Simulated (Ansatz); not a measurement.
```yaml
crystal:
  periodic: [false, false, false]
  atoms:
    - {symbol: C, position_ang: [0.599259, 1.491924, -0.002592]}
    - {symbol: N, position_ang: [0.625454, 0.085135, -0.261902]}
    - {symbol: Si, position_ang: [-0.532194, -0.867429, 0.144705]}
    - {symbol: O, position_ang: [-0.499693, -2.411097, 0.395976]}
    - {symbol: H, position_ang: [0.051579, 2.061552, 0.899371]}
    - {symbol: H, position_ang: [0.270773, 2.096397, -0.859325]}
    - {symbol: H, position_ang: [1.542886, 1.920976, -0.219026]}
    - {symbol: H, position_ang: [-1.341285, -0.572104, 1.442469]}
    - {symbol: H, position_ang: [-1.553647, -0.871927, -0.959689]}
    - {symbol: H, position_ang: [0.899259, 1.491924, 0.297408]}
basis:
  gaussian: {orbitals: def2-SVP}
total_charge: -1
hamiltonian: {xc: {name: LC-wPBE}}
output: {forces: true}
```

```sh
$ ansatz run in.yaml --threads 4 --pin off --events-out ev --progress --plain --max-ram 10444MiB
```

Output, abridged:

```
Functional definition: LC-wPBE
1017 factors; their error is unknown
342 factors; integrals over basis functions are off by at most 1.8e-5 eV
mean field evaluation 1: about -12481.6208 eV, gradient 5.5e1 eV
mean field evaluation 2: about -12441.9417 eV, gradient 1.2e2 eV
mean field evaluation 4: about -12487.6719 eV, gradient 1.5e1 eV
mean field evaluation 8: about -12488.3761 eV, gradient 2.8e-1 eV
mean field evaluation 16: about -12488.3126 eV, gradient 2.2e-3 eV
mean field -12488.31261439 eV, -458.9370236963 hartree, gradient 1.7e-5 eV, S^2 0.000000; 0 other end points of the search recorded, 0 dependent functions left out
reference -12488.31261439 eV, -458.9370236966 hartree; 21, 21 occupied and 69, 69 virtual orbitals, 1017 factors
Total energy: -12488.31261439 eV, -458.9370236966 hartree
Atom 0 at     0.599259     1.491924    -0.002592 Å, force  -189.714664    -0.766748  -189.455328 eV/Å
Atom 1 at     0.625454     0.085135    -0.261902 Å, force     5.093470     6.503227    -0.513400 eV/Å
Atom 2 at    -0.532194    -0.867429     0.144705 Å, force    -5.972028    -6.637713     1.812725 eV/Å
Atom 3 at    -0.499693    -2.411097     0.395976 Å, force     1.561380    -1.008161     0.042393 eV/Å
Atom 4 at     0.051579     2.061552     0.899371 Å, force     0.032987    -0.991503    -1.710586 eV/Å
Atom 5 at     0.270773     2.096397    -0.859325 Å, force    -0.355231     0.251027     0.598680 eV/Å
Atom 6 at     1.542886     1.920976    -0.219026 Å, force     0.969996     0.914444    -1.281073 eV/Å
Atom 7 at    -1.341285    -0.572104     1.442469 Å, force     0.060876     1.961940     0.164572 eV/Å
Atom 8 at    -1.553647    -0.871927    -0.959689 Å, force    -0.980884     1.220172    -0.880784 eV/Å
Atom 9 at     0.899259     1.491924     0.297408 Å, force   189.304099    -1.446685   191.222800 eV/Å
Dipole moment:     0.992896     2.575384    -0.152833 e Å
```

Task: What is wrong with this run?

Result: One atom was put on top of another. The run converged. The result belongs to that input, not to the molecule as meant.
